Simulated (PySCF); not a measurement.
# From computed data to an observable: oscillator strength and radiative lifetime

CH₄BClO, SMILES COBCl.

The structure is a stationary point at PBE0-D3(BJ)/def2-SVP. Other conformers were not sampled.

TDDFT-M06-2X/def2-SVPD run with PySCF puts the first singlet state with f over 0.02 at 7.81 eV (vertical), with the transition dipole (0.049, 1.013, 0.000) in atomic units.

### Question
Find the oscillator strength, the wavelength and the radiative lifetime that this transition would have in vacuum if emission retraced absorption.

### Answer

|μ|² = 1.0286 au, so |μ| = 2.58 D. ΔE = 7.81/27.211 = 0.2870 hartree. f = (2/3) ΔE |μ|² = 0.197 (the program prints 0.197).
λ = 1239.84/7.81 = 159 nm; ν = 62992 cm⁻¹.
Einstein's coefficient A = 0.6670 ν² f s⁻¹ (ν in cm⁻¹) = 5.2e8 s⁻¹, so τ = 1/A = 1.9 ns. This state is S3; the lower singlets have f = 0.004, 0.001. The figure is the radiative limit of this one transition; relaxation, internal conversion, crossing to triplets and a medium change what is measured.
